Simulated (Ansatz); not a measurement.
Born–Oppenheimer molecular dynamics of H2In (3 atoms, charge 0, multiplicity 2). It starts from a relaxed structure.

Method: Ansatz, UKS PBE0-D4/def2-SVP.

```json
{
 "ensemble": "NVE (velocity Verlet)",
 "time step": "0.5 fs",
 "steps asked": "266",
 "starting velocities drawn for": "300 K",
 "masses": "H 2.014 u",
 "seed": "721296"
}
```

First frame:

```xyz
3
Properties=species:S:1:pos:R:3
In 0.390 -0.431 0.152
H 0.691 1.271 0.522
H -1.092 -0.905 -0.688
```

Q: What does the run give?

A: The run went to its last step.

```yaml
steps_done: 266
time_covered: 133 fs
mean_temperature_over_the_second_half: 157 K
spread_of_the_potential_energy_over_the_second_half: 2.3 meV per atom
mean_potential_energy_of_the_second_half_above_the_start: 6.2 meV per atom
```

The conserved energy stayed within 0.025 meV per atom of its start (net change 0.012 meV per atom), so the integration is sound. The temperature averaged 0.52 of the 300 K drawn at the start: a run that starts near a minimum puts about half its kinetic energy into the potential. A run of 0.13 ps of so small a system gives no equilibrium averages.

Q: What happens to the structure?

A: The same pairs are bonded in the first frame and the last. Pairs count as bonded within 1.25 times the sum of covalent radii (0.12 Å more for H–H). Another seed would give other details.

Q: How do temperature and energy run in time?

A: 
```json
{"time (fs)": "0.0", "T (K)": "300", "potential energy less start (eV)": "0.000", "conserved less start (meV/atom)": "0.00"}
{"time (fs)": "4.0", "T (K)": "177", "potential energy less start (eV)": "0.016", "conserved less start (meV/atom)": "0.01"}
{"time (fs)": "8.0", "T (K)": "93", "potential energy less start (eV)": "0.027", "conserved less start (meV/atom)": "0.02"}
{"time (fs)": "12.0", "T (K)": "194", "potential energy less start (eV)": "0.014", "conserved less start (meV/atom)": "0.00"}
{"time (fs)": "16.0", "T (K)": "137", "potential energy less start (eV)": "0.021", "conserved less start (meV/atom)": "0.01"}
{"time (fs)": "20.0", "T (K)": "11", "potential energy less start (eV)": "0.037", "conserved less start (meV/atom)": "0.02"}
{"time (fs)": "24.0", "T (K)": "74", "potential energy less start (eV)": "0.029", "conserved less start (meV/atom)": "0.02"}
{"time (fs)": "28.0", "T (K)": "225", "potential energy less start (eV)": "0.010", "conserved less start (meV/atom)": "0.00"}
{"time (fs)": "32.0", "T (K)": "194", "potential energy less start (eV)": "0.014", "conserved less start (meV/atom)": "0.01"}
{"time (fs)": "36.0", "T (K)": "134", "potential energy less start (eV)": "0.022", "conserved less start (meV/atom)": "0.02"}
{"time (fs)": "40.0", "T (K)": "252", "potential energy less start (eV)": "0.006", "conserved less start (meV/atom)": "0.00"}
{"time (fs)": "44.0", "T (K)": "239", "potential energy less start (eV)": "0.008", "conserved less start (meV/atom)": "0.01"}
{"time (fs)": "48.0", "T (K)": "83", "potential energy less start (eV)": "0.028", "conserved less start (meV/atom)": "0.02"}
{"time (fs)": "52.0", "T (K)": "50", "potential energy less start (eV)": "0.032", "conserved less start (meV/atom)": "0.02"}
{"time (fs)": "56.0", "T (K)": "147", "potential energy less start (eV)": "0.020", "conserved less start (meV/atom)": "0.01"}
{"time (fs)": "60.0", "T (K)": "138", "potential energy less start (eV)": "0.021", "conserved less start (meV/atom)": "0.01"}
{"time (fs)": "64.0", "T (K)": "59", "potential energy less start (eV)": "0.031", "conserved less start (meV/atom)": "0.02"}
{"time (fs)": "68.0", "T (K)": "180", "potential energy less start (eV)": "0.016", "conserved less start (meV/atom)": "0.01"}
{"time (fs)": "72.0", "T (K)": "271", "potential energy less start (eV)": "0.004", "conserved less start (meV/atom)": "0.00"}
{"time (fs)": "76.0", "T (K)": "180", "potential energy less start (eV)": "0.016", "conserved less start (meV/atom)": "0.01"}
{"time (fs)": "80.0", "T (K)": "124", "potential energy less start (eV)": "0.023", "conserved less start (meV/atom)": "0.02"}
{"time (fs)": "84.0", "T (K)": "183", "potential energy less start (eV)": "0.015", "conserved less start (meV/atom)": "0.01"}
{"time (fs)": "88.0", "T (K)": "177", "potential energy less start (eV)": "0.016", "conserved less start (meV/atom)": "0.00"}
{"time (fs)": "92.0", "T (K)": "54", "potential energy less start (eV)": "0.032", "conserved less start (meV/atom)": "0.02"}
{"time (fs)": "96.0", "T (K)": "74", "potential energy less start (eV)": "0.029", "conserved less start (meV/atom)": "0.01"}
{"time (fs)": "100.0", "T (K)": "164", "potential energy less start (eV)": "0.018", "conserved less start (meV/atom)": "0.01"}
{"time (fs)": "104.0", "T (K)": "151", "potential energy less start (eV)": "0.019", "conserved less start (meV/atom)": "0.01"}
{"time (fs)": "108.0", "T (K)": "137", "potential energy less start (eV)": "0.021", "conserved less start (meV/atom)": "0.02"}
{"time (fs)": "112.0", "T (K)": "195", "potential energy less start (eV)": "0.014", "conserved less start (meV/atom)": "0.01"}
{"time (fs)": "116.0", "T (K)": "240", "potential energy less start (eV)": "0.008", "conserved less start (meV/atom)": "0.01"}
{"time (fs)": "120.0", "T (K)": "175", "potential energy less start (eV)": "0.016", "conserved less start (meV/atom)": "0.01"}
{"time (fs)": "124.0", "T (K)": "125", "potential energy less start (eV)": "0.023", "conserved less start (meV/atom)": "0.01"}
{"time (fs)": "128.0", "T (K)": "129", "potential energy less start (eV)": "0.022", "conserved less start (meV/atom)": "0.01"}
{"time (fs)": "132.0", "T (K)": "104", "potential energy less start (eV)": "0.025", "conserved less start (meV/atom)": "0.01"}
```

The run took 4.9 min on 1 thread of Arm Neoverse V1, with other jobs on the host, peak memory 0.095 GiB.
